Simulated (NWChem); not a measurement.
## What each level costs for isocyanic acid (CHNO)

```xyz
4

N      1.1600    -0.0732     0.0000
C     -0.0468     0.0195     0.0000
O     -1.2104    -0.0341     0.0000
H      1.8440     0.6681     0.0000
```
Charge 0, spin multiplicity 1.

The numbers come from NWChem runs, not from measurements. All single points use one geometry, from PBE0/def2-SVP, a minimum by its harmonic frequencies.

Basis set: cc-pVTZ (104 functions). Each entry is one whole single-point run; the coupled-cluster runs use the TCE module, and the SCF and DFT modules converge to different thresholds.

The correlated methods keep 3 core orbitals frozen. B3LYP has NWChem's definition, with VWN1-RPA local correlation.

### Question
Roughly how much processor time does each of these take, relative to RHF: MP2, RI-MP2, B2PLYP, PBE, B3LYP, PBE0, CR-CCSD(T)?

### Answer
PBE0 about the same, within a factor of 3; B3LYP about the same, within a factor of 3; PBE about the same, within a factor of 3; RI-MP2 about the same, within a factor of 3; MP2 about the same, within a factor of 3; B2PLYP about the same, within a factor of 3; CR-CCSD(T) about 50 (rough ratios from shared machines).
